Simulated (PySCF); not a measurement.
Gas-phase reaction: SnF3 + SnBr4 ⇌ 2 SnBr2 + 3 F

Method: PySCF energies plus ideal-gas RRHO corrections (1 bar). † marks an energy on the PBE0/def2-TZVP geometry and frequencies; other levels use their own. MP2 and CCSD(T) freeze the core. Open shells (unrestricted): SnF3 (multiplicity 2), F (multiplicity 2, electronic degeneracy 6); the rest are closed-shell singlets. Spin-orbit splitting is ignored; it lowers the true energy and changes the entropy of F. Sn: scalar-relativistic def2 core potential, no spin-orbit coupling. Br: all electrons, no relativistic terms. SnF3: computed as isolated molecules; such fragments, hydroxides, amides, oligomers or adducts are transient or little studied in the gas. MP2 isn't extrapolated to the basis-set limit; its ΔH°(298 K) is 1021.3 kJ in def2-SVP and 1060.1 kJ in def2-TZVPP. CCSD(T) isn't extrapolated to the basis-set limit. The harmonic model lacks anharmonicity and excited electronic states, which grow with temperature; levels with a mode under 35 cm⁻¹ are left out. Soft modes under 120 cm⁻¹ make the harmonic entropy rough for SnBr4, SnBr2.

```
level               ΔE electronic, kJ  ΔH°(298 K), kJ  ΔS°(298 K), J/K  ΔG°(1200 K), kJ
------------------  -----------------  --------------  ---------------  ---------------
BLYP/def2-TZVP†                   982             973              409              486
CCSD(T)/def2-SVP†                 922             913              409              426
HF/def2-TZVP†                     642             633              409              146
MP2/def2-TZVPP†                  1069            1060              409              573
PBE/def2-TZVP†                   1047            1037              409              550
PBE0/def2-SVP†                    938             929              409              442
PBE0/def2-TZVP                    985             976              409              489
r2SCAN/def2-TZVP†                1034            1024              409              537
ωB97M-V/def2-TZVP†               1025            1016              409              529
```
ΔH° is lowest at HF/def2-TZVP† and highest at MP2/def2-TZVPP†. No reference value is set beside these.
